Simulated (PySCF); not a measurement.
PySCF job for N-methylpropan-2-imine (C4H9N), SMILES CN=C(C)C, PBE-D3(BJ)/def2-SVP. The structure is a stationary point at PBE-D3(BJ)/def2-SVP.

```python
import numpy as np
from pyscf import gto, scf, dft, df
from pyscf.hessian import thermo

mol = gto.M(
    atom='''
    C    -0.10195703   -0.92215450    1.70820434
    N     0.55076546    0.06001072    0.86673203
    C     0.10490242    0.24979367   -0.32471809
    C     0.78870650    1.27382053   -1.19431195
    C    -1.07491251   -0.49032861   -0.92719809
    H    -0.07815289   -1.94753859    1.26886656
    H    -1.17733469   -0.68507267    1.88775257
    H     0.39819389   -0.97074783    2.69596913
    H     1.17669176    0.80584273   -2.12491747
    H     0.07296570    2.06177590   -1.51423667
    H     1.62441091    1.73867537   -0.64028919
    H    -1.99209676   -0.32641372   -0.32155583
    H    -0.89492473   -1.58683637   -0.92391731
    H    -1.28554751   -0.17654647   -1.96665319
    ''',
    basis='def2-SVP',
    charge=0,
    spin=0,
    max_memory=1600,
    verbose=3,
)
mf = dft.RKS(mol, xc='pbe').density_fit(auxbasis='def2-universal-jkfit')
mf.disp = 'd3bj'
mf.grids.level = 3
mf.conv_tol = 1e-11
mf.max_cycle = 100
mf.kernel()

# analytic Hessian; the response equations are solved on a coarser grid
h, args, fine = mf.Hessian(), (mf.mo_energy, mf.mo_coeff, mf.mo_occ), mf.grids
h.max_memory = max(150, 2.5e-5 * df.make_auxmol(mol, mf.with_df.auxbasis).nao * mol.nelec[0] * (mol.nelec[0] + mol.nao))  # MB; small integral blocks
h1ao = h.make_h1(mf.mo_coeff, mf.mo_occ)
mf.grids = dft.Grids(mol).set(level=1).build(with_non0tab=True)
mo1, mo_e1 = h.solve_mo1(*args, h1ao)
mf.grids = fine
hess = h.hess_elec(*args, mo1, mo_e1, h1ao) + h.hess_nuc()
if mf.do_disp():
    hess += h.get_dispersion()
for i in range(mol.natm):  # the analytic DFT Hessian lacks the response of the grid: restore translational invariance
    hess[i, i] -= hess[i].sum(axis=0)
hess = (hess + hess.transpose(1, 0, 3, 2)) / 2
vib = thermo.harmonic_analysis(mol, hess, imaginary_freq=False)
thermo.dump_normal_mode(mol, vib)
th = thermo.thermo(mf, vib['freq_au'][vib['freq_au'] > 0], 298.15, 101325)
thermo.dump_thermo(mol, th)
g0 = mf.nuc_grad_method().set(verbose=0).kernel()

# dipole derivatives [dipole axis, atom, xyz] from the same response
r, irp = mol.intor('int1e_r'), mol.intor('int1e_irp').reshape(3, 3, mol.nao, mol.nao)
sl, dm0, ok = mol.aoslice_by_atom(), np.array(mf.make_rdm1()), []
dmu = np.einsum('a,xt->xat', mol.atom_charges(), np.eye(3))
for a, (_, _, p0, p1) in enumerate(sl):
    dmu[:, a] += 2 * np.einsum('xtij,ij->xt', irp[:, :, :, p0:p1], dm0.reshape(-1, mol.nao, mol.nao).sum(0)[:, p0:p1])
    for u, c, occ, f in [(mo1, mf.mo_coeff, mf.mo_occ, 4)]:
        dmu[:, a] -= f * np.einsum('tui,xuv,vi->xt', u[a], r, c[:, occ > 0], optimize=True)
L = vib['norm_mode']
ir = 974.8801 * (np.einsum('xat,kat->kx', dmu, L) ** 2).sum(1)       # km/mol
apt = np.einsum('xax->a', dmu) / 3

# polarisability derivatives from nuclear gradients in small electric fields
h0, F = mf.get_hcore(), 0.005
def in_field(f, guess):
    m = mf.copy()
    m.verbose, m.conv_tol, m.conv_tol_grad = 0, 1e-11, 2e-7
    m.get_hcore = lambda *a: h0 + np.einsum('x,xij->ij', f, r)
    m.kernel(guess)
    ok.append(m.converged)
    dm = np.array(m.make_rdm1())
    g = m.nuc_grad_method().kernel() - np.outer(mol.atom_charges(), f)
    for a, (_, _, p0, p1) in enumerate(sl):
        g[a] -= 2 * np.einsum('x,xtij,ij->t', f, irp[:, :, :, p0:p1], dm[:, p0:p1])
    return g, -np.einsum('xij,ij->x', r, dm), dm
E = np.eye(3) * F
g0, _, dm0 = in_field(np.zeros(3), dm0)
gp = [in_field(e, dm0) for e in E]
gm = [in_field(-e, 2 * dm0 - p[2]) for e, p in zip(E, gp)]
alpha = np.array([(p[1] - q[1]) / (2 * F) for p, q in zip(gp, gm)])  # bohr^3
check = abs(np.array([-(p[0] - q[0]) / (2 * F) for p, q in zip(gp, gm)]) - dmu).max()
print('static polarisability / bohr^3:', alpha.round(3))
print('largest difference of analytic and finite-field dipole derivatives / e:', check)
da = np.zeros((3, 3, mol.natm, 3))
for x in range(3):
    da[x, x] = -(gp[x][0] + gm[x][0] - 2 * g0) / F**2
for x, y in ((0, 1), (0, 2), (1, 2)):
    up, down = in_field(E[x] + E[y], gp[x][2] + gp[y][2] - dm0), in_field(-E[x] - E[y], gm[x][2] + gm[y][2] - dm0)
    both = -(up[0] + down[0] - 2 * g0) / F**2
    da[x, y] = da[y, x] = (both - da[x, x] - da[y, y]) / 2
aq = np.einsum('xyat,kat->kxy', da, L) * 0.529177210903**2           # A^2/amu^1/2
a = np.einsum('kxx->k', aq) / 3
g2 = 1.5 * (aq**2).sum((1, 2)) - 4.5 * a**2
raman, depol = 45 * a**2 + 7 * g2, 3 * g2 / (45 * a**2 + 4 * g2 + 1e-12)
print('mode   freq/cm-1   IR/(km/mol)   Raman/(A^4/amu)   depolarisation')
for k, w in enumerate(vib['freq_wavenumber']):
    print(f'{k + 1:4d} {w:11.2f} {ir[k]:13.3f} {raman[k]:17.3f} {depol[k]:16.3f}')
print('max |gradient| / (hartree/bohr):', abs(g0).max())
print('APT charges:', apt.round(4))
```

It prints:

```
converged SCF energy = -212.142669994832

WARN: DFTD3 does not support analytical Hessian, using finite difference


WARN: Mole.unit (angstrom) is changed to Bohr

Mode                                 0                   1                   2
Irrep
Freq [cm^-1]                       70.7792            117.8086            187.3116
Reduced mass [au]                   1.0430              1.0360              1.1254
Force const [Dyne/A]                0.0031              0.0085              0.0233
Char temp [K]                     101.8356            169.5004            269.4997
Normal mode                   x     y     z       x     y     z       x     y     z
       0   C                -0.01  0.01  0.00   -0.02  0.02  0.01    0.03 -0.04 -0.02
       1   N                -0.00  0.00  0.00   -0.01  0.02  0.01   -0.02  0.02  0.01
       2   C                 0.01 -0.01 -0.01   -0.01  0.01  0.00   -0.03  0.03  0.02
       3   C                -0.02  0.02  0.01    0.02 -0.02 -0.01    0.02 -0.03 -0.01
       4   C                 0.03 -0.03 -0.02    0.01 -0.02 -0.01   -0.03  0.03  0.01
       5   H                -0.51  0.08 -0.19   -0.18  0.04 -0.06    0.03 -0.01 -0.08
       6   H                 0.14  0.35  0.41    0.03  0.13  0.14    0.04 -0.07  0.04
       7   H                 0.30 -0.34 -0.17    0.08 -0.10 -0.05    0.08 -0.09 -0.04
       8   H                 0.02  0.04  0.01   -0.06 -0.02 -0.04    0.46 -0.22  0.26
       9   H                -0.05 -0.01  0.00    0.05  0.03  0.04   -0.03 -0.28 -0.51
      10   H                -0.05  0.05  0.03    0.07 -0.08 -0.04   -0.25  0.28  0.14
      11   H                -0.02  0.11 -0.12    0.11 -0.48  0.26   -0.01 -0.02  0.05
      12   H                -0.05 -0.04  0.15    0.29  0.03 -0.48   -0.00  0.03 -0.05
      13   H                 0.14 -0.15 -0.08   -0.28  0.32  0.16   -0.07  0.08  0.04
Mode                                 3                   4                   5
Irrep
Freq [cm^-1]                      271.6781            287.4127            377.9017
Reduced mass [au]                   2.1168              2.5242              2.1656
Force const [Dyne/A]                0.0921              0.1229              0.1822
Char temp [K]                     390.8843            413.5229            543.7163
Normal mode                   x     y     z       x     y     z       x     y     z
       0   C                 0.06 -0.06 -0.03    0.09  0.03  0.12   -0.01 -0.04  0.05
       1   N                -0.09  0.10  0.05   -0.04 -0.03 -0.03    0.03 -0.01  0.07
       2   C                -0.05  0.06  0.03   -0.05 -0.03 -0.02    0.04  0.00  0.07
       3   C                 0.05 -0.06 -0.03    0.02 -0.01  0.05   -0.09 -0.04 -0.08
       4   C                -0.00  0.00 -0.00   -0.04  0.03 -0.13    0.06  0.09 -0.07
       5   H                 0.14  0.01 -0.19    0.10 -0.02  0.23   -0.01 -0.02  0.02
       6   H                 0.05 -0.22  0.09    0.10 -0.01  0.22   -0.02 -0.02  0.02
       7   H                 0.14 -0.16 -0.08    0.21  0.16  0.07   -0.04 -0.07  0.06
       8   H                -0.16 -0.16 -0.06    0.06  0.03  0.05   -0.22 -0.15 -0.08
       9   H                 0.20  0.11  0.04    0.06  0.03  0.05   -0.21 -0.15 -0.08
      10   H                 0.22 -0.25 -0.12   -0.01 -0.06  0.13   -0.03  0.12 -0.29
      11   H                -0.05  0.02 -0.08   -0.08  0.02 -0.19   -0.00  0.08 -0.16
      12   H                 0.02  0.00  0.09   -0.08  0.02 -0.20    0.00  0.08 -0.17
      13   H                 0.07 -0.08 -0.04    0.04  0.10 -0.13    0.20  0.20 -0.06
Mode                                 6                   7                   8
Irrep
Freq [cm^-1]                      495.9435            550.1310            775.2493
Reduced mass [au]                   2.4265              2.9597              3.1802
Force const [Dyne/A]                0.3516              0.5278              1.1261
Char temp [K]                     713.5523            791.5160           1115.4112
Normal mode                   x     y     z       x     y     z       x     y     z
       0   C                -0.01  0.01  0.01    0.03  0.07 -0.09    0.02  0.04 -0.04
       1   N                 0.08 -0.09 -0.04    0.10  0.08  0.02   -0.07 -0.03 -0.07
       2   C                -0.11  0.13  0.06   -0.03 -0.05  0.05   -0.02  0.00 -0.04
       3   C                -0.01  0.01  0.00   -0.05 -0.09  0.10   -0.06 -0.09  0.07
       4   C                 0.01 -0.01 -0.01   -0.04 -0.02 -0.04    0.13  0.09  0.04
       5   H                -0.08 -0.03  0.09    0.02  0.11 -0.19    0.02 -0.01  0.05
       6   H                 0.01  0.11 -0.05    0.02  0.11 -0.19    0.02 -0.01  0.05
       7   H                -0.04  0.04  0.02   -0.08 -0.05 -0.05    0.10  0.13 -0.08
       8   H                -0.05 -0.19  0.08   -0.02 -0.07  0.10   -0.08 -0.10  0.07
       9   H                 0.14  0.08 -0.13   -0.02 -0.06  0.10   -0.08 -0.10  0.07
[...]
       4   C                -0.00 -0.00  0.00   -0.01 -0.01 -0.00    0.04  0.03  0.00
       5   H                -0.03  0.61  0.27   -0.00 -0.01 -0.01    0.00  0.02  0.01
       6   H                 0.63 -0.16 -0.10   -0.02  0.00  0.00    0.02 -0.00 -0.00
       7   H                -0.13  0.00 -0.25    0.00  0.00  0.01   -0.01 -0.00 -0.02
       8   H                 0.00 -0.00 -0.00    0.21 -0.26 -0.49    0.08 -0.10 -0.19
       9   H                -0.00  0.00 -0.00   -0.39  0.42 -0.16   -0.15  0.16 -0.06
      10   H                 0.00  0.00 -0.00    0.27  0.15  0.19    0.11  0.06  0.08
      11   H                 0.03 -0.01 -0.01    0.19 -0.04 -0.13   -0.48  0.10  0.32
      12   H                -0.01  0.03  0.00   -0.04  0.22 -0.00    0.11 -0.57  0.00
      13   H                 0.00 -0.00  0.01    0.03 -0.05  0.15   -0.06  0.12 -0.36
Mode                                30                  31                  32
Irrep
Freq [cm^-1]                     2969.4636           3029.5476           3033.4693
Reduced mass [au]                   1.1012              1.1004              1.0999
Force const [Dyne/A]                5.7211              5.9505              5.9631
Char temp [K]                    4272.3970           4358.8445           4364.4870
Normal mode                   x     y     z       x     y     z       x     y     z
       0   C                -0.05  0.06  0.03    0.00 -0.00 -0.00   -0.00  0.01  0.00
       1   N                 0.00 -0.00  0.00   -0.00  0.00  0.00    0.00 -0.00 -0.00
       2   C                 0.00 -0.00 -0.00   -0.00  0.00  0.00    0.00 -0.00 -0.00
       3   C                -0.00  0.00  0.00   -0.05  0.06  0.03    0.00 -0.00 -0.00
       4   C                -0.00  0.01  0.00    0.00 -0.00 -0.00    0.05 -0.06 -0.03
       5   H                 0.01 -0.60 -0.28   -0.00  0.00  0.00    0.00 -0.05 -0.03
       6   H                 0.65 -0.15 -0.09   -0.00  0.00  0.00    0.06 -0.01 -0.01
       7   H                -0.02  0.02  0.01    0.00 -0.00  0.00   -0.00  0.00  0.00
       8   H                 0.00 -0.00 -0.00    0.23 -0.28 -0.57   -0.01  0.01  0.03
       9   H                 0.00 -0.00  0.00    0.43 -0.47  0.20   -0.02  0.02 -0.01
      10   H                -0.00  0.00  0.00   -0.01  0.01  0.00    0.00 -0.00 -0.00
      11   H                 0.05 -0.01 -0.03   -0.03  0.01  0.02   -0.55  0.09  0.37
      12   H                 0.01 -0.06 -0.00   -0.01  0.03  0.00   -0.10  0.66 -0.01
      13   H                -0.00  0.00 -0.00   -0.00  0.00  0.00    0.01 -0.01 -0.00
Mode                                33                  34                  35
Irrep
Freq [cm^-1]                     3040.7007           3081.0113           3099.4722
Reduced mass [au]                   1.0984              1.1029              1.1027
Force const [Dyne/A]                5.9833              6.1686              6.2417
Char temp [K]                    4374.8913           4432.8893           4459.4504
Normal mode                   x     y     z       x     y     z       x     y     z
       0   C                -0.05 -0.01 -0.07   -0.00 -0.00  0.00   -0.00  0.00 -0.00
       1   N                 0.00  0.00  0.00    0.00  0.00 -0.00   -0.00 -0.00 -0.00
       2   C                -0.00 -0.00  0.00    0.00  0.00 -0.00    0.00 -0.00  0.00
       3   C                -0.00 -0.00  0.00    0.00  0.00  0.00    0.06  0.02  0.06
       4   C                 0.00  0.00  0.00    0.00  0.04 -0.08   -0.00 -0.00  0.00
       5   H                -0.02  0.17  0.07    0.00  0.00  0.00   -0.00 -0.00 -0.00
       6   H                 0.17 -0.05 -0.04    0.01 -0.00  0.00   -0.00  0.00  0.00
       7   H                 0.42 -0.03  0.81   -0.00 -0.00 -0.00    0.00  0.00  0.00
       8   H                 0.00 -0.00 -0.00    0.00 -0.00 -0.00    0.10 -0.11 -0.21
       9   H                -0.00  0.00 -0.00   -0.00  0.00 -0.00   -0.16  0.19 -0.07
      10   H                 0.00  0.00  0.00   -0.03 -0.02 -0.02   -0.66 -0.37 -0.44
      11   H                -0.00 -0.00  0.00   -0.23  0.05  0.14    0.01 -0.00 -0.00
      12   H                 0.00 -0.00  0.00    0.05 -0.27 -0.01   -0.00  0.01  0.00
      13   H                -0.00  0.00 -0.00    0.16 -0.25  0.81   -0.01  0.01 -0.04
temperature 298.1500 [K]
pressure 101325.00 [Pa]
Rotational constants [GHz] 8.21719 3.90554 2.78725
Symmetry number 1
Zero-point energy (ZPE) 0.11982 [Eh]   314595.108 [J/mol]
                           tot       elec      trans        rot        vib
Entropy [J/mol/K]       336.283      0.000    161.930    107.481     66.872
Cv [J/mol/K]             99.031      0.000     12.472     12.472     74.087
Cp [J/mol/K]            107.345      0.000     20.786     12.472     74.087
Internal energy [J/mol]                      3718.434   3718.434 325510.322
Internal energy [Eh]   -212.01586  -212.14267
Enthalpy [J/mol]                             6197.391   3718.434 325510.322
Enthalpy [Eh]          -212.01491
Gibbs free energy [J/mol]                  -42082.108 -28327.004 305572.576
Gibbs free energy [Eh] -212.05310
static polarisability / bohr^3: [[ 47.49    5.414   1.844]
 [  5.414  49.964 -10.117]
 [  1.844 -10.116  64.362]]
largest difference of analytic and finite-field dipole derivatives / e: 0.00043849202441342827
mode   freq/cm-1   IR/(km/mol)   Raman/(A^4/amu)   depolarisation
   1       70.78         0.884             0.225            0.749
   2      117.81         0.461             0.368            0.750
   3      187.31         2.050             0.104            0.750
   4      271.68         4.193             0.003            0.546
   5      287.41         2.263             1.349            0.168
   6      377.90         1.514             0.526            0.716
   7      495.94         0.209             1.671            0.750
   8      550.13         4.020             5.619            0.420
   9      775.25         0.753             4.857            0.164
  10      875.21         0.114             2.955            0.750
  11      915.67         3.484             2.397            0.712
  12      965.42         8.410             3.856            0.514
  13     1038.70         3.168             0.264            0.750
  14     1046.91         0.113             1.090            0.750
  15     1056.62         4.253             1.709            0.737
  16     1137.37         5.360             1.160            0.315
  17     1224.73        17.196             1.289            0.747
  18     1315.83        18.338             4.290            0.688
  19     1329.90        22.119            12.830            0.496
  20     1352.52        16.867            26.381            0.495
  21     1386.12        13.134            26.157            0.619
  22     1399.89         0.128            22.954            0.750
  23     1401.06         7.279            15.619            0.692
  24     1403.51        10.957            15.403            0.750
  25     1409.93         2.432             9.404            0.675
  26     1427.26        12.245            16.453            0.750
  27     1697.46        83.588            22.060            0.188
  28     2904.27        49.461           190.338            0.023
  29     2957.55        11.658            86.289            0.069
  30     2962.40         7.602           210.217            0.001
  31     2969.46        33.818            86.142            0.750
  32     3029.55         9.952           100.497            0.750
  33     3033.47         5.235            40.253            0.750
  34     3040.70        30.369           115.777            0.541
  35     3081.01        10.695            59.881            0.653
  36     3099.47         6.486            75.043            0.719
max |gradient| / (hartree/bohr): 4.2010052469470974e-05
APT charges: [ 0.3002 -0.5169  0.4513 -0.0689 -0.0844 -0.0499 -0.0495 -0.0251 -0.0041
 -0.0041  0.0232  0.0096  0.0096  0.009 ]
```

The run converged.

Cost: about 6 core-minutes (a rough figure).
